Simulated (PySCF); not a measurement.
B(H)2(SH) (BH3S), SMILES SB.

Geometry: ωB97X-D3(BJ)/def2-TZVP.

Calculation: r2SCAN/def2-TZVPD run with PySCF.

Estimate the frontier levels, gap, dipole moment and polarisability. (The exact figures need the calculation; the answer reports its results.)


```json
{
  "highest_occupied_level": "-7.58 eV",
  "lowest_empty_level": "-1.96 eV",
  "orbital_gap": "5.62 eV",
  "dipole_moment": "0.88 D",
  "quadrupole, principal values (traceless, Buckingham form, about the centre of nuclear charge)": "-1.78, -0.74, 2.53 D·Å",
  "mean_static_polarisability": "37.9 bohr³ (5.62 Å³)",
  "polarisability_principal_values": "30.8, 35.1, 47.9 bohr³"
}
```
